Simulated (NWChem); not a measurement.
System: C4H6Si; SMILES C=CC#C[SiH3]

Here is an NWChem input.

```
start job
memory heap 200 mb stack 900 mb global 1100 mb
geometry units angstroms noautoz
  C      0.529176    -3.015559    -0.040358
  C     -0.458886    -2.111935     0.043220
  C     -0.265738    -0.703886     0.027036
  C     -0.128858     0.511302     0.015476
  Si     0.087201     2.326935    -0.002972
  H      1.575115    -2.711334    -0.128731
  H      0.309187    -4.085397    -0.021844
  H     -1.497794    -2.452941     0.131000
  H      0.736126     2.747357    -1.280202
  H      0.948851     2.746750     1.141783
  H     -1.242200     2.995591     0.113924
end
basis spherical
  * library def2-svp
end
dft
  xc xctpssh
  iterations 150
  mulliken
end
task dft energy
```

Excerpt of the output:

```
             Northwest Computational Chemistry Package (NWChem) 7.3.0
             --------------------------------------------------------

 C1  symmetry detected

                             Geometry "geometry" -> ""
                             -------------------------

 Output coordinates in angstroms (scale by  1.889725989 to convert to a.u.)

  No.       Tag          Charge          X              Y              Z
 ---- ---------------- ---------- -------------- -------------- --------------
    1 C                    6.0000     0.51747502    -3.01515648    -0.00002046
    2 C                    6.0000    -0.47074628    -2.10784904    -0.00005411
    3 C                    6.0000    -0.27168351    -0.70053101     0.00010701
    4 C                    6.0000    -0.12979548     0.51413744     0.00013094
    5 Si                  14.0000     0.09380406     2.32895099    -0.00003171
    6 H                    1.0000     1.56826550    -2.71483939     0.00011638
    7 H                    1.0000     0.29272903    -4.08416561    -0.00012291
    8 H                    1.0000    -1.51461772    -2.44497314    -0.00018900
    9 H                    1.0000     0.84967480     2.74656416    -1.21799454
   10 H                    1.0000     0.85741506     2.74592663     1.21330210
   11 H                    1.0000    -1.23822196     3.00256810     0.00435169

 Effective nuclear repulsion energy (a.u.)     170.3254623941

                                 NWChem DFT Module
                                 -----------------

 Summary of "ao basis" -> "ao basis" (spherical)
 ------------------------------------------------------------------------------
       Tag                 Description            Shells   Functions and Types
 ---------------- ------------------------------  ------  ---------------------
 C                          def2-svp                 6       14   3s2p1d
 Si                         def2-svp                 8       18   4s3p1d
 H                          def2-svp                 3        5   2s1p

            General Information
            -------------------
          SCF calculation type: DFT
          Wavefunction type:  closed shell.
          No. of atoms     :    11
          No. of electrons :    44
           Alpha electrons :    22
            Beta electrons :    22
          Charge           :     0
          Spin multiplicity:     1
          Use of symmetry is: off; symmetry adaption is: off
          Maximum number of iterations: 150
          AO basis - number of functions:   104
                     number of shells:    50
          Convergence on energy requested:  1.00D-06
          Convergence on density requested:  1.00D-05
          Convergence on gradient requested:  5.00D-04

              XC Information
              --------------
                  TPSS hybrid Method XC Functional
                     Hartree-Fock (Exact) Exchange  0.100
                  TPSS metaGGA Exchange Functional  0.900
             TPSS03 metaGGA Correlation Functional  1.000

             Grid Information
             ----------------
          Grid used for XC integration:  medium
          Radial quadrature: Mura-Knowles
          Angular quadrature: Lebedev.
          Tag              B.-S. Rad. Rad. Pts. Rad. Cut. Ang. Pts.
          ---              ---------- --------- --------- ---------
          C                   0.70       49          14.0       434
          Si                  1.10       88          14.0       590
          H                   0.35       45          15.0       434
          Grid pruning is: on
          Number of quadrature shells:   554
          Spatial weights used:  Erf1

      Superposition of Atomic Density Guess
      -------------------------------------

 Sum of atomic energies:        -442.23346051

      Non-variational initial energy
      ------------------------------

 Total energy =    -444.877795
 1-e energy   =    -942.539465
 2-e energy   =     327.336208
 HOMO         =      -0.291754
 LUMO         =      -0.050910

     ---------------------------------------------
      Total Density - Mulliken Population Analysis
     ---------------------------------------------

    Atom       Charge   Shell Charges
 -----------   ------   -------------------------------------------------------
    1 C    6     6.12   1.99  0.96  0.28  1.94  0.93  0.03
    2 C    6     6.11   1.99  0.96  0.26  1.93  0.94  0.04
    3 C    6     5.91   1.99  0.99  0.31  1.89  0.69  0.04
    4 C    6     6.48   1.99  1.02  0.43  1.98  1.02  0.03
    5 Si  14    13.52   2.00  1.99  0.99  0.28  5.94  1.12  1.06  0.14
    6 H    1     0.90   0.67  0.21  0.02
    7 H    1     0.89   0.67  0.20  0.02
    8 H    1     0.88   0.66  0.20  0.02
    9 H    1     1.06   0.69  0.36  0.01
   10 H    1     1.06   0.69  0.36  0.01
   11 H    1     1.07   0.69  0.36  0.01

   convergence    iter        energy       DeltaE   RMS-Dens  Diis-err
 ---------------- ----- ----------------- --------- --------- ---------
 d= 0,ls=0.0,diis     1   -445.2313668739 -6.16D+02  7.67D-03  2.98D-01
 d= 0,ls=0.0,diis     2   -445.2606996139 -2.93D-02  4.53D-03  1.20D-01
 d= 0,ls=0.0,diis     3   -445.2554479074  5.25D-03  2.74D-03  1.64D-01
 d= 0,ls=0.0,diis     4   -445.2763803467 -2.09D-02  7.74D-04  1.18D-02
 d= 0,ls=0.0,diis     5   -445.2779992124 -1.62D-03  1.49D-04  2.63D-04
  Resetting Diis
 d= 0,ls=0.0,diis     6   -445.2780329831 -3.38D-05  4.73D-05  1.31D-05
 d= 0,ls=0.0,diis     7   -445.2780346137 -1.63D-06  4.18D-05  4.07D-06
 d= 0,ls=0.0,diis     8   -445.2780323216  2.29D-06  2.89D-05  1.91D-05
 d= 0,ls=0.0,diis     9   -445.2780352231 -2.90D-06  2.18D-06  7.32D-08
 d= 0,ls=0.0,diis    10   -445.2780352301 -7.08D-09  8.94D-07  1.94D-08

         Total DFT energy =     -445.278035230139
      One electron energy =     -946.765276369289
           Coulomb energy =      375.923584954268
    Exchange-Corr. energy =      -44.761806209246
 Nuclear repulsion energy =      170.325462394128

 Numeric. integr. density =       43.999994847166

                       DFT Final Molecular Orbital Analysis
                       ------------------------------------

 Vector   20  Occ=2.000000D+00  E=-3.245690D-01
              MO Center=  1.5D-02, -6.5D-01, -1.2D-03, r^2= 5.6D+00
   Bfn.  Coefficient  Atom+Function         Bfn.  Coefficient  Atom+Function
  ----- ------------  ---------------      ----- ------------  ---------------
    20      0.333042   2 C  pz               34      0.285115   3 C  pz
     6      0.228376   1 C  pz               23      0.193036   2 C  pz
    90      0.167959   9 H  s                95     -0.167308  10 H  s
    48      0.148540   4 C  pz               37      0.146441   3 C  pz
    66     -0.140677   5 Si pz                9      0.130784   1 C  pz

 Vector   21  Occ=2.000000D+00  E=-2.656876D-01
              MO Center= -2.5D-01,  7.5D-02,  6.2D-04, r^2= 2.7D+00
   Bfn.  Coefficient  Atom+Function         Bfn.  Coefficient  Atom+Function
  ----- ------------  ---------------      ----- ------------  ---------------
    46      0.398204   4 C  px               32      0.393734   3 C  px
    49      0.250120   4 C  px               35      0.217396   3 C  px
   100      0.138525  11 H  s                85      0.123923   8 H  s
   101      0.113990  11 H  s                18     -0.092928   2 C  px
     3     -0.086682   1 C  s                86      0.076346   8 H  s

 Vector   22  Occ=2.000000D+00  E=-2.400827D-01
              MO Center=  4.0D-02, -1.0D+00, -2.3D-04, r^2= 4.2D+00
   Bfn.  Coefficient  Atom+Function         Bfn.  Coefficient  Atom+Function
  ----- ------------  ---------------      ----- ------------  ---------------
    48     -0.351948   4 C  pz                6      0.332236   1 C  pz
    34     -0.263708   3 C  pz                9      0.239799   1 C  pz
    51     -0.234073   4 C  pz               20      0.231721   2 C  pz
    23      0.160212   2 C  pz               37     -0.159243   3 C  pz
    90     -0.088640   9 H  s                95      0.088297  10 H  s

 Vector   23  Occ=0.000000D+00  E=-6.092063D-02
              MO Center=  7.6D-02, -1.4D+00, -8.0D-05, r^2= 4.9D+00
   Bfn.  Coefficient  Atom+Function         Bfn.  Coefficient  Atom+Function
  ----- ------------  ---------------      ----- ------------  ---------------
     9      0.477526   1 C  pz                6      0.389918   1 C  pz
    23     -0.341521   2 C  pz               51      0.315582   4 C  pz
    20     -0.284648   2 C  pz               48      0.282560   4 C  pz
    69      0.227116   5 Si pz               37     -0.219943   3 C  pz
    34     -0.211839   3 C  pz               91      0.209325   9 H  s

 Vector   24  Occ=0.000000D+00  E=-1.101811D-02
              MO Center= -1.7D-01,  3.2D-01,  1.1D-04, r^2= 4.8D+00
   Bfn.  Coefficient  Atom+Function         Bfn.  Coefficient  Atom+Function
  ----- ------------  ---------------      ----- ------------  ---------------
    67      0.581854   5 Si px              101      0.541235  11 H  s
    35     -0.438031   3 C  px                3      0.400844   1 C  s
    32     -0.393798   3 C  px               49      0.377558   4 C  px
    86     -0.349071   8 H  s                46      0.289238   4 C  px
    96     -0.272333  10 H  s                91     -0.269231   9 H  s

 Vector   25  Occ=0.000000D+00  E= 4.416559D-02
              MO Center=  1.4D-01,  2.7D+00, -1.2D-04, r^2= 3.5D+00
   Bfn.  Coefficient  Atom+Function         Bfn.  Coefficient  Atom+Function
  ----- ------------  ---------------      ----- ------------  ---------------
    68      1.560961   5 Si py               45      0.915861   4 C  s
    50      0.676140   4 C  py              101     -0.461377  11 H  s
    91     -0.419315   9 H  s                96     -0.419908  10 H  s
    17      0.224568   2 C  s                65      0.208920   5 Si py
    60     -0.188762   5 Si s                36      0.170148   3 C  py

[...]
```

Level: TPSSh/def2-SVP. Geometry: optimised at PBE0/def2-SVP.
